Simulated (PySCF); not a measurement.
## Cost of response and excited-state runs on `C[Si](C)(C)c1pc(F)cs1`, C6H10FPSSi

Cartesian coordinates in Å; atom numbers follow the order of the lines, from 1:
```xyz
20

C    -1.7237    1.4882   -0.5489
Si   -0.9291   -0.1660   -0.0342
C    -1.4562   -0.6224    1.7389
C    -1.3340   -1.5544   -1.2661
C     0.9560    0.0666   -0.0461
P     2.0527   -0.7944   -1.0443
C     3.4542    0.0781   -0.3863
F     4.6999   -0.1902   -0.8268
C     3.2529    1.0212    0.5653
S     1.6217    1.2510    1.0179
H    -1.4475    2.2839    0.1364
H    -2.8065    1.4161   -0.5515
H    -1.4108    1.7879   -1.5444
H    -2.5348   -0.7185    1.8107
H    -1.1437    0.1387    2.4476
H    -1.0193   -1.5652    2.0535
H    -2.3997   -1.7566   -1.2853
H    -0.8268   -2.4765   -1.0008
H    -1.0273   -1.2901   -2.2731
H     4.0168    1.6132    1.0346
```

PySCF with density fitting, on 1 thread of an Arm Neoverse V1, shared host. Command: `OMP_NUM_THREADS=1 python excited_run.py task.json out`

(1) How long does this run take, and how much memory?
- vibronic structure, B3LYP/def2-SV(P); full response; writes grids

## Answers

(1) 
| run | level | basis functions | wall time | peak memory (GiB) |
| --- | --- | --- | --- | --- |
| vibronic structure | B3LYP/def2-SV(P) | 172 | 82 s | 1 |

Times from a shared host are rough.
